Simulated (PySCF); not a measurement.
C2H5GeN3.
SMILES with atom numbers: `[GeH3:1][n:2]1[n:3][cH:4][cH:5][n:6]1` (hydrogens: H7, H8, H9 on Ge1; H10 on C4; H11 on C5)

Computed by this run: PySCF 2.14.0, PBE0-D3(BJ)/def2-SVP geometry optimisation, gas phase; density fitting, grid level 1; the optimiser is geomeTRIC in internal coordinates, started from a GFN2-xTB structure with every atom displaced at random (about 0.01 Å).

Step 0: E = -63115.9373 eV
```
atom  x, y, z in Å  |  force x, y, z in eV/Å
Ge1     1.4997    0.0125   -0.1807   -0.371   1.046   0.029
N2     -0.3545    0.0849   -0.0439   -0.450   0.073  -0.103
N3     -1.1747   -0.2278   -1.0435    2.793  -0.279  -1.114
C4     -2.3411   -0.1350   -0.5364   -3.500  -0.219  -0.049
C5     -2.2618    0.2374    0.7975    0.310   0.389   0.988
N6     -0.9762    0.3811    1.0799    0.196  -0.031   0.489
H7      1.7683    0.3592   -1.6086    0.226   0.164  -0.642
H8      1.9315   -1.3398    0.1667    0.439  -1.367   0.357
H9      1.9640    1.0514    0.8134    0.216   0.218   0.188
H10    -3.2486   -0.3386   -1.1117    0.173   0.019  -0.050
H11    -3.0257    0.4185    1.5520   -0.033  -0.013  -0.092
```

Step 1: E = -63116.1009 eV
```
atom  x, y, z in Å  |  force x, y, z in eV/Å
Ge1     1.5072    0.0383   -0.1844    0.083  -0.294   0.020
N2     -0.3771    0.0879   -0.0384    0.168  -0.025  -0.022
N3     -1.1692   -0.2352   -1.0434   -0.516   0.032   0.124
C4     -2.4028   -0.1432   -0.5301    0.722  -0.011  -0.206
C5     -2.2794    0.2420    0.8139   -0.113  -0.018   0.018
N6     -0.9894    0.3753    1.0965   -0.009   0.038   0.057
H7      1.8229    0.3857   -1.6501   -0.048  -0.042   0.168
H8      1.9691   -1.4051    0.1852   -0.149   0.401  -0.106
H9      2.0297    1.0777    0.8162   -0.046  -0.063  -0.064
H10    -3.2780   -0.3428   -1.1385   -0.121  -0.030  -0.038
H11    -3.0523    0.4230    1.5577    0.029   0.012   0.049
```

Q: Estimate the geometry and energy of step 2. (The exact step hangs on the optimiser's Hessian estimate; all steps are aligned on step 1, rigid shifts and turns removed.)

A: E = -63116.1113 eV, largest force 0.357 eV/Å
```
atom  x, y, z in Å  |  force x, y, z in eV/Å
Ge1     1.5027    0.0352   -0.1842    0.012  -0.049   0.028
N2     -0.3741    0.0930   -0.0416    0.179   0.097   0.054
N3     -1.1645   -0.2282   -1.0492   -0.296   0.000   0.199
C4     -2.3882   -0.1422   -0.5312    0.026  -0.067  -0.258
C5     -2.2771    0.2409    0.8157    0.067  -0.001  -0.071
N6     -0.9867    0.3829    1.0938    0.019  -0.049   0.042
H7      1.8163    0.3768   -1.6404    0.003   0.007  -0.011
H8      1.9437   -1.3895    0.1817   -0.014   0.033  -0.009
H9      2.0236    1.0695    0.8130    0.006   0.012   0.004
H10    -3.2676   -0.3505   -1.1372   -0.022   0.007   0.022
H11    -3.0474    0.4158    1.5643    0.020   0.009   0.000
```

The energy changes by -0.0105 eV. The first-order estimate −F·Δx gives -0.0218 eV and the mean of the old and new forces, exact on a quadratic surface, -0.0104 eV. The step makes an angle of 64° with the force vector and moves no atom by more than 0.030 Å.

What follows is the cost of the whole optimisation. Hardware: one thread of an Arm Neoverse V2, no GPU, on a shared host. Cost: 49 s of wall time, 0.53 GiB resident at most.
